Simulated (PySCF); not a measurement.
(silylamino)silyloxymethane (CH9NOSi2), SMILES CO[SiH2]N[SiH3]. Coordinates come from a ωB97X-D3(BJ)/def2-SVP optimisation. One conformer was computed; it need not be the lowest.

Give the equilibrium geometry at ωB97X-D3(BJ)/def2-SVP (PySCF confirms it by a frequency run) as a Z-matrix. (The exact figures need the calculation; the answer reports its results.)

This is not unique; one that fits is 
```
Si
O 1 1.6667
C 2 1.4059 1 123.27
H 3 1.1012 2 108.88 1 175.03
H 3 1.1066 4 107.99 2 -121.66
H 3 1.1069 4 108.02 5 -116.59
N 1 1.7235 2 110.18 3 -174.03
H 7 1.0168 1 115.80 2 -90.15
Si 7 1.7436 8 116.90 1 -167.62
H 9 1.4897 7 106.71 8 -177.94
H 1 1.4921 2 108.31 3 -54.20
H 1 1.4930 11 110.56 2 -120.16
H 9 1.4934 10 109.70 7 -120.27
H 9 1.4938 10 109.12 13 -117.34
```
